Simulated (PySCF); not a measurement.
# Spin-rotation constants: `CO[C@H]1C[C@@H](O)C1`, C$_{5}$H$_{10}$O$_{2}$

Molfile (atoms numbered from 1):
```
C5H10O2
     RDKit          3D

 17 17  0  0  0  0  0  0  0  0999 V2000
   -1.8660    1.3094   -1.3316 C   0  0  0  0  0  0  0  0  0  0  0  0
   -1.2583    0.8526   -0.1494 O   0  0  0  0  0  0  0  0  0  0  0  0
   -0.3012   -0.1498   -0.3656 C   0  0  1  0  0  0  0  0  0  0  0  0
    1.0802    0.3042   -0.8898 C   0  0  0  0  0  0  0  0  0  0  0  0
    1.7444   -0.4545    0.2797 C   0  0  1  0  0  0  0  0  0  0  0  0
    2.7268    0.2099    1.0123 O   0  0  0  0  0  0  0  0  0  0  0  0
    0.3573   -0.6426    0.9308 C   0  0  0  0  0  0  0  0  0  0  0  0
   -1.1356    1.7694   -2.0075 H   0  0  0  0  0  0  0  0  0  0  0  0
   -2.3655    0.4887   -1.8615 H   0  0  0  0  0  0  0  0  0  0  0  0
   -2.6040    2.0521   -1.0353 H   0  0  0  0  0  0  0  0  0  0  0  0
   -0.7312   -0.9627   -0.9677 H   0  0  0  0  0  0  0  0  0  0  0  0
    1.3546   -0.0087   -1.8939 H   0  0  0  0  0  0  0  0  0  0  0  0
    1.2079    1.3822   -0.7962 H   0  0  0  0  0  0  0  0  0  0  0  0
    2.1993   -1.3972   -0.0292 H   0  0  0  0  0  0  0  0  0  0  0  0
    2.3625    1.0461    1.3274 H   0  0  0  0  0  0  0  0  0  0  0  0
    0.0997   -1.6458    1.2572 H   0  0  0  0  0  0  0  0  0  0  0  0
    0.1814    0.0603    1.7427 H   0  0  0  0  0  0  0  0  0  0  0  0
  1  2  1  0
  2  3  1  0
  3  4  1  0
  4  5  1  0
  5  6  1  0
  5  7  1  0
  7  3  1  0
  1  8  1  0
  1  9  1  0
  1 10  1  0
  3 11  1  6
  4 12  1  0
  4 13  1  0
  5 14  1  6
  6 15  1  0
  7 16  1  0
  7 17  1  0
M  END
```

Computed with PySCF 2.14.0, GIAO PBE0/pcSseg-1 magnetisability, rotational g tensor and spin-rotation constants, non-relativistic, gas phase. Geometry: GFN2-xTB, dihedral held. The dihedral C7–C3–O2–C1 is held at 180°.

**Question.** Give the nuclear spin-rotation constants along the inertial axes (H = +C I·J) beside the isotropic shieldings.

**Answer.** Rotational constants 6.6563, 1.4941, 1.4044 GHz. A star marks the isotopologue with that one atom substituted, in its own axes.
```tsv
atom	isotope	Caa (kHz)	Cbb (kHz)	Ccc (kHz)	mean (kHz)	σ (ppm)
H8	1H	-0.615	0.060	-0.151	-0.235	28.4
H9	1H	-0.528	-0.157	0.024	-0.220	28.7
H10	1H	-0.244	-0.150	-0.025	-0.140	28.0
H11	1H	-0.488	-0.162	0.030	-0.207	28.4
H12	1H	-0.743	-0.059	-0.025	-0.276	28.9
H13	1H	-0.772	-0.114	-0.006	-0.297	30.2
H14	1H	-0.381	-0.154	0.015	-0.173	27.9
H15	1H	-0.771	-0.205	0.001	-0.325	31.4
H16	1H	-0.717	0.001	-0.083	-0.267	28.8
H17	1H	-0.817	-0.152	0.048	-0.307	29.9
C1	13C*	1.127	0.312	0.306	0.582	129.2
O2	17O*	-0.746	-0.149	-0.097	-0.331	282.2
C3	13C*	1.516	0.369	0.251	0.712	118.3
C4	13C*	1.021	0.315	0.261	0.532	141.8
C5	13C*	1.592	0.319	0.241	0.717	124.4
O6	17O*	-0.769	-0.199	-0.168	-0.379	245.7
```
For the geometry as given, no vibrational averaging.
